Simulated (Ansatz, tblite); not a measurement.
Cost and result up the ladder for In11As11H28, a nanocrystal cut from wurtzite InAs (hydrogen-capped) (50 atoms). Charge 0, multiplicity 1. Geometry: PBE-D4/def2-SVP.

Cartesian coordinates in Å:
```
In -4.929 0.494 -0.571
As -4.215 3.149 -0.771
In -2.967 -2.911 0.347
As -1.135 -4.171 -1.220
As -2.432 -0.369 0.006
In -0.716 -0.100 -2.025
In -1.723 4.124 -0.435
As -0.268 2.565 -2.047
In 1.541 -3.681 -1.212
As 1.699 -1.075 -1.421
In 3.462 -0.935 -3.467
In 2.243 3.447 -1.800
As 3.602 1.817 -3.465
As -1.824 -3.578 2.739
In -1.624 0.622 2.335
As -0.939 3.167 1.921
In 0.707 -2.951 3.504
As 1.934 -4.220 1.439
As 0.834 -0.465 2.651
In 2.792 -0.135 0.811
In 1.588 3.859 2.692
As 2.794 2.527 0.634
H -5.352 0.008 -2.186
H -5.880 0.400 0.884
H -4.691 3.739 -2.099
H -5.116 4.013 0.111
H -4.532 -3.663 0.225
H -1.573 -3.848 -2.646
H -1.416 -5.673 -1.295
H -1.343 -0.713 -3.537
H -1.595 5.838 -0.706
H -0.674 3.019 -3.452
H 2.402 -4.849 -2.174
H 2.660 -1.354 -4.952
H 5.013 -1.460 -2.877
H 2.495 5.141 -2.111
H 3.337 2.374 -4.864
H 5.059 2.276 -3.393
H -2.138 -5.033 3.094
H -2.725 -2.954 3.801
H -2.655 0.263 3.699
H -1.862 3.907 2.894
H 1.142 -3.570 5.066
H 1.945 -5.730 1.679
H 3.428 -4.008 1.673
H 1.386 0.235 3.898
H 4.267 -0.925 1.312
H 1.776 5.562 2.388
H 1.935 2.964 4.147
H 4.283 2.855 0.775
```

Ansatz on 11 threads of AMD EPYC 7R13 on a shared host and a whole NVIDIA H100 80GB HBM3; xTB runs through tblite on one thread. Times are rough, summed over both states, and most runs start from the orbitals of an earlier one. PBE0-D4/def2-TZVP serves as the yardstick here, not as an exact answer. The other state is a doublet.

In the def2 sets In takes a core potential; there is no spin–orbit coupling. The xTB rows come from tblite. Single mean-field runs in def2-TZVP are fitted with def2-universal-jkfit. HOMO above LUMO, or a gap near zero within one spin, warns that the state may not be the lowest or that an electron is smeared out.

Raw xTB energies of ions are shifted by several eV.

```csv
level,functions,wall time,vertical IE (eV),difference from PBE0-D4/def2-TZVP (eV),remarks
GFN2-xTB,226,1.2 s,11.25,3.80,–
GFN1-xTB,254,1.4 s,10.42,2.98,–
PBE-D4/def2-TZVP,1246,56 s,7.03,-0.41,gap within one spin near zero (+1 doublet)
PBE0-D4/def2-TZVP (with forces),1246,93 s,7.44,0.00,–
```
